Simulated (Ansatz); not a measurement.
Relaxation of C2H6BSb (10 atoms, charge 0, multiplicity 1), to a largest force component of 0.015 eV/Å in at most 40 steps.

Method: RKS PBE0/def2-SVP in Ansatz 0.2.0.

```xyz
10
Properties=species:S:1:pos:R:3
C -1.279 1.537 0.209
C -0.492 0.620 0.592
B -0.464 0.184 2.084
Sb 0.901 -1.544 2.742
H -1.363 1.903 -0.856
H -1.991 2.066 0.916
H 0.160 0.109 -0.116
H -1.197 0.622 2.901
H 0.692 -1.107 4.374
H 2.323 -0.419 2.547
```

Q: Where does it end, and by what steps?

A: The forces met the threshold. After 9 steps the energy has fallen by 0.424 eV; H10 moved furthest, 0.52 Å.

| step | energy less start (eV) | largest force component (eV/Å) | accepted |
| --- | --- | --- | --- |
| 0 | 0.0000 | 4.967 | yes |
| 1 | -0.2048 | 1.639 | yes |
| 2 | -0.3550 | 0.617 | yes |
| 3 | -0.3866 | 0.330 | yes |
| 4 | -0.3993 | 0.807 | yes |
| 5 | -0.4183 | 0.153 | yes |
| 6 | -0.4230 | 0.065 | yes |
| 7 | -0.4238 | 0.052 | yes |
| 8 | -0.4240 | 0.029 | yes |
| 9 | -0.4241 | 0.009 | yes |

```xyz
10
Properties=species:S:1:pos:R:3
C -1.294 1.579 0.217
C -0.441 0.634 0.659
B -0.560 0.078 2.091
Sb 0.798 -1.487 2.918
H -1.218 2.027 -0.781
H -2.106 1.946 0.855
H 0.357 0.313 -0.023
H -1.492 0.429 2.780
H 1.010 -0.711 4.428
H 2.234 -0.836 2.248
```

Whether the end is a true minimum wasn't checked by a vibrational analysis.

Run time: 26 s on 2 threads of Intel(R) Xeon(R) Platinum 8488C (Sapphire Rapids), on a shared host, peak memory 0.23 GiB.
